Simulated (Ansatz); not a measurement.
Reaction (ligand exchange at the Se–Si bond): `[SiH3][SeH]` + PH₃ → `P[SeH]` + SiH₄

Program: Ansatz. Geometries: PBE0-D4/def2-TZVP. ΔE: electronic, gas phase. CCSD(T)/CBS is the MP2 limit (def2-TZVPP, def2-QZVPP) plus CCSD(T) − MP2 in def2-TZVPP, frozen cores. This one scheme is used for every species. Functionals use def2-TZVPP. For Se outer-core shells are correlated without core-valence functions, which leaves a few kJ/mol of doubt a bond. Scalar relativity is left out up to krypton.

`[SiH3][SeH]`:

Cartesian coordinates in Å:
```
Si -0.094 0.299 -0.483
Se -0.575 -1.159 1.201
H 0.141 1.670 0.036
H -1.295 0.286 -1.352
H 1.096 -0.138 -1.254
H 0.726 -0.958 1.853
```

PH₃:

Z-matrix (Å, degrees):
```
P
H 1 1.420
H 1 1.420 2 93.1
H 1 1.420 2 93.1 3 93.3
```

`P[SeH]`:

```xyz
5

P    -0.068    0.827   -0.221
Se    0.328   -1.350    0.252
H    -0.505    1.201    1.077
H    -1.393    0.654   -0.698
H     1.638   -1.332   -0.410
```

SiH₄:

```xyz
5

Si    0.000    0.000    0.000
H    -0.217    0.490    1.384
H     1.453   -0.200   -0.232
H    -0.523    0.998   -0.966
H    -0.713   -1.289   -0.186
```

| species | r2SCANh-D4 energy (Eh) |
| --- | --- |
| `[SiH3][SeH]` | -2693.43103 |
| PH₃ | -343.11911 |
| `P[SeH]` | -2744.68054 |
| SiH₄ | -291.85342 |

Q: Work out ΔE.

A: ΔE = (-2744.68054) + (-291.85342) − (-2693.43103) − (-343.11911) = 0.01618 Eh = +42.5 kJ/mol. CCSD(T)/CBS gives +43.5 kJ/mol.

Largest T1 diagnostic among the species: 0.013.

From PBE to PBE0 (25 % exact exchange), in def2-TZVPP and without D4, ΔE moves by +3.1 kJ/mol. Leaving LDA and LC-ωPBE aside and taking each functional with its dispersion term where it has one, the values, not all of them listed here, spread over 9.7 kJ/mol, from BLYP-D4 to PBE-QIDH.
